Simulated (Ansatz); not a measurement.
Basis-set series for `C[NH][Zr]([OH])([NH]C)[NH]C`. Total charge 0; spin multiplicity 1. Zr: def2 effective core potential. The structure was optimised at the PBE0-D4/def2-TZVP level. It is one conformer, not always the lowest.

```json
{"functional": "PBE0-D4", "basis": "def2-TZVPP", "functions": "455", "energy (Eh)": "-408.56796", "HOMO (eV)": "-6.14", "LUMO (eV)": "0.11"}
{"functional": "PBE0-D4", "basis": "def2-QZVPP", "functions": "870", "energy (Eh)": "-408.59241", "HOMO (eV)": "-6.17", "LUMO (eV)": "-0.03"}
{"functional": "ωB97M-V", "basis": "def2-TZVPP", "functions": "455", "energy (Eh)": "-408.74140", "HOMO (eV)": "-8.45", "LUMO (eV)": "1.07"}
{"functional": "ωB97M-V", "basis": "def2-QZVPP", "functions": "870", "energy (Eh)": "-408.76500", "HOMO (eV)": "-8.49", "LUMO (eV)": "0.73"}
```

Give the rows for def2-SVP. (An estimate is asked.)

Ansatz gave: 
| functional | basis | functions | energy (Eh) | HOMO (eV) | LUMO (eV) |
| --- | --- | --- | --- | --- | --- |
| PBE0-D4 | def2-SVP | 194 | -408.14187 | -5.98 | 0.38 |
| ωB97M-V | def2-SVP | 194 | -408.29748 | -8.30 | 1.43 |

Positive LUMOs are unbound and depend on the basis.
